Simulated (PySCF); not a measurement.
# One molecule, several mistakes: BGeH4N2

Calculated results; nothing here was measured. They come from PySCF 2.14.0, an open-source quantum chemistry program, on an isolated molecule that a program drew, which may never have been made. The molecule is BGeH4N2 (charge 0, doublet), drawn as the SMILES string `[BH][N]=[GeH][NH2]`.

Each row is a Hartree-Fock (HF) and frozen-core CCSD(T) single point in the cc-pVDZ basis, meant for a local HF minimum. Run 1 is clean. Each other run has one planted mistake out of seven kinds, and not every kind appears here: one electron removed, one electron added, multiplicity raised by two, geometry at a saddle point, minimal basis STO-3G, one bond length entered in bohr, all coordinates scaled. The reference is restricted for singlets and unrestricted otherwise, and also for a bond in bohr. Adding or removing an electron swaps singlet and doublet. Electrons count all cores. HOMO and LUMO are orbital energies over both spins, the gradient is its largest component, and the lowest frequency (negative if imaginary) is given only where the gradient is small. Bond lengths are over the 7 bonds as drawn. T1 is the CCSD diagnostic: over 0.02 (restricted) or 0.045 (unrestricted) a single reference is doubtful. Germanium has the cc-pVDZ-PP basis, with a core potential (ECP10MDF) in place of its 10 inner electrons, and its 3s, 3p and 3d shells are frozen in CCSD(T).

Geometry of the clean run:
```xyz
8
BGeH4N2, angstrom
B    -1.9045   -0.8982   -0.3513
N    -1.0313   -1.4759    0.3148
Ge    0.1007   -2.3577    1.4332
N     1.6796   -1.4090    1.4020
H    -2.7221   -0.3487   -0.9881
H     0.3681   -3.7715    0.8725
H     2.3549   -1.6940    2.0913
H     1.5540   -0.4133    1.4756
```

```
run,electrons,basis functions,<S^2>,HOMO (eV),LUMO (eV),gradient (hartree/bohr),lowest frequency (cm^-1),mean bond (Å),longest bond (Å),T1,HF (hartree),CCSD(T) (hartree),mistake
1,55,85,0.760,-8.13,1.63,2.0e-05,117,1.3760,1.842,0.0186,-429.29873,-429.83982,no fault
2,55,85,0.973,-7.67,-0.09,6.1e-02,-,1.6073,3.438,0.0529,-429.17862,-429.69747,one bond length entered in bohr
3,54,85,0.000,-16.52,-6.26,9.4e-02,-,1.3760,1.842,0.0242,-429.03324,-429.57713,one electron removed
4,55,85,0.758,-7.90,1.89,4.3e-02,-,1.3279,1.778,0.0170,-429.28662,-429.81824,all coordinates scaled
5,55,85,3.771,-2.70,-0.70,8.6e-02,-,1.3760,1.842,0.0253,-429.07467,-429.59418,multiplicity raised by two
6,56,85,0.000,-0.19,8.73,9.6e-02,-,1.3760,1.842,0.0165,-429.27003,-429.84221,?
```

**Which mistake was planted in run 6, and what did it cost?**

It counts 56 electrons, one more than the clean run, at the same geometry and basis. So the mistake is: one electron added. Subtracting run 1 and multiplying by 627.51 kcal/mol a hartree, the energy moved by 18.0 kcal/mol in HF and -1.5 kcal/mol in CCSD(T).

Cautions from the logs. Run 2: T1 is over the limit, so its CCSD(T) energy is less reliable; run 3: T1 is over the limit, so its CCSD(T) energy is less reliable.
